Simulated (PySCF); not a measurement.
Spinor energies of Te⁴⁺ (tellurium, charge +4)

Start: [Kr] 4d10 5s2. Calculated with PySCF 2.14 in x2c-TZVPPall-2c with one added diffuse shell each of s, p, d, f type (9s10p6d3f, 90 functions): generalised Hartree-Fock with the X2C-1e Hamiltonian and a Gaussian nucleus; spin-orbit coupling (SO) screened by Boettger's factors.

```
spinor shell  electrons  ε, screened SO (eV)  weight of nominal j (screened SO)  rms radius, screened SO (bohr)
       1s1/2          2             -32013.9                              1.000                          0.0318
       2s1/2          2              -5043.5                              1.000                           0.130
       2p1/2          2              -4716.5                              1.000                           0.112
       3s1/2          2              -1080.3                              1.000                           0.343
       3p1/2          2              -944.43                              1.000                           0.336
       3p3/2          4              -891.15                              1.000                           0.347
       3d3/2          4              -653.80                              1.000                           0.320
       3d5/2          6              -642.89                              1.000                           0.323
       4s1/2          2              -236.55                              1.000                           0.814
       4p1/2          2              -187.44                              1.000                           0.858
       4p3/2          4              -177.22                              1.000                           0.886
       4d3/2          4              -97.046                              1.000                            1.03
       4d5/2          6              -95.447                              1.000                            1.04
       5s1/2          2              -56.512                              1.000                            2.02
```

Q: Where does 2p3/2 lie, and what is the 2p spin-orbit splitting (screened SO)?

A: At -4439.5 eV, 277.05 eV above 2p1/2.

```
   quantity  screened SO
E (hartree)  -6788.56916
        M_J            0
       ⟨J²⟩        0.000
       ⟨L²⟩        0.020
       ⟨S²⟩        0.020
```

Breit and QED terms are absent; they matter most for the inner s and p1/2 levels.

Densities and radii are taken from the X2C orbitals without a picture-change correction, which distorts them close to the nucleus.
